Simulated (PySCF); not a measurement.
Polarisability and C₆ of Sb (antimony, neutral)

[Kr] 4d10 5s2 5p3, high-spin 4S determinant. Computed with PySCF 2.14 in aug-cc-pVTZ-DK3 (8s7p5d2f, 68 functions), with the spin-free X2C one-electron Hamiltonian (Gaussian nucleus). Coupled (time-dependent) response in atomic units; α is the mean over directions.

| method | mean α (bohr³) | C₆ (like pair) | S(−4) |
| --- | --- | --- | --- |
| wB97X | 43.90 | 470.4 | 526.0 |

S(−4) is the Cauchy moment in α(ω) = α(0) + S(−4) ω² + …

Reference α: 43 ± 2 bohr³ (recommended; Schwerdtfeger and Nagle, table of static dipole polarizabilities (2023 update)). Published C₆: 492.0 (Chu and Dalgarno (2004); Tang, Norbeck and Certain (1976)).

α(iu) at wB97X:

```
u (hartree)  α(iu) (bohr³)
          0          43.90
     0.0500          42.63
      0.100          39.34
      0.200          30.69
      0.300          23.11
      0.500          13.66
      0.750          8.060
       1.00          5.349
       1.50          2.928
       2.00          1.884
       3.00         0.9822
       5.00         0.4048
```
